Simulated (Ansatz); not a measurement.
```xyz
12

C     1.0564   -0.0449    0.1408
C    -0.0118    1.0691   -0.1877
C    -1.0312    0.0015    0.1235
C     0.0475   -1.0633   -0.1363
H     1.4665    0.0044    1.1058
H     1.9634    0.0117   -0.5305
H     0.0406    1.5023   -1.1688
H    -0.0148    1.8824    0.5819
H    -1.8797   -0.0134   -0.5788
H    -1.4337    0.0247    1.1600
H    -0.0454   -1.9036    0.5398
H     0.0467   -1.4666   -1.1400
```

Basis set: cc-pVDZ (spherical functions). Correlated methods keep 4 orbitals frozen. Charge 0, multiplicity 1.

Computed with Ansatz (development build ahead of 0.2.0); each method stands on the lowest determinant of its kind that the runs found. Restricted open shells among the atoms or ions are ROHF, correlated in semicanonical orbitals with singles.

Give the atomization energy at this shape (free ground-state atoms in the same class of orbitals less the molecule, no zero-point energy) of singlet C4H8 by RHF-MP2, RHF.

```tsv
method	atomization energy
RHF-MP2	1074.14 kcal/mol
RHF	856.73 kcal/mol
```

Caution: the shape is not the minimum.
